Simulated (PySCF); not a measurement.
Si(Me)(OMe)3, SMILES O([Si](OC)(C)OC)C (GFN2-xTB optimised geometry):

```
20

C     -1.088     2.188     1.011
O     -1.177     1.223     0.000
Si    -0.569    -0.284     0.000
C      1.342    -0.284     0.000
O     -1.177    -1.037    -1.305
C     -1.089    -0.644    -2.646
O     -1.177    -1.037     1.305
C     -1.089    -2.395     1.636
H     -1.406     1.774     1.968
H     -0.062     2.552     1.104
H     -1.742     3.017     0.735
H      1.741     0.371    -0.770
H      1.742    -1.277    -0.182
H      1.741     0.056     0.952
H     -1.406     0.392    -2.766
H     -1.744    -1.297    -3.225
H     -0.063    -0.746    -3.008
H     -1.406    -3.017     0.798
H     -1.743    -2.570     2.490
H     -0.063    -2.658     1.905
```

Computed with PBE0/def2-SVP run with PySCF.

Question: What are the frontier orbital energies and the dipole moment?

Answer: HOMO-2 -7.93 eV, HOMO-1 -7.93 eV, HOMO -7.77 eV, LUMO 1.57 eV, LUMO+1 2.41 eV; dipole moment 1.42 D.

On the same geometry PBE/def2-SVP (PySCF) gives HOMO-2 -6.25 eV, HOMO-1 -6.25 eV, HOMO -6.23 eV, LUMO 0.71 eV, LUMO+1 1.50 eV; dipole moment 1.30 D.

Meta-Löwdin charges at PBE0/def2-SVP: C1 -0.07, O2 -0.61, Si3 1.40, C4 -0.59, O5 -0.61, C6 -0.07, O7 -0.61, C8 -0.07, H9 0.10, H10 0.09, H11 0.11, H12 0.12, H13 0.12, H14 0.12, H15 0.10, H16 0.11, H17 0.09, H18 0.10, H19 0.11, H20 0.09.
